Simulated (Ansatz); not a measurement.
`C1[CH2][GaH][CH2]1` → `C/C=[CH]\[GaH2]`  (isomerisation)

Gas-phase electronic energies from Ansatz, PBE0-D4/def2-TZVP geometries. CBS: MP2 limit from def2 TZ/QZ plus the TZ coupled-cluster correction, frozen cores. For Ga outer-core shells are correlated without core-valence functions, which leaves a few kJ/mol of doubt a bond. Scalar relativity is left out up to krypton.

| level | ΔE (kJ/mol) |
| --- | --- |
| MP2/def2-TZVPP | 7.3 |
| CCSD/CBS(def2) | -3.1 |

Question: What does CCSD(T)/CBS give? (An estimate is asked.)

Answer: The calculation gave: -1.4 kJ/mol. The listed levels differ from it by 8.7, -1.7 kJ/mol.

Largest T1 diagnostic among the species: 0.012.

In def2-TZVPP, CCSD(T) changes the Hartree–Fock value by +35.5 kJ/mol (the triples alone add +1.6 kJ/mol) and MP2 by +46.1 kJ/mol. From PBE to PBE0 (25 % exact exchange), in def2-TZVPP and without D4, ΔE moves by +3.4 kJ/mol. At CCSD(T), def2-SVP lies −13.3 kJ/mol from the extrapolated value and def2-TZVPP −1.9 kJ/mol.

CCSD(T)/CBS has its own doubt, a few kJ/mol and more with outer-core shells, so smaller differences from it don't rank the levels.
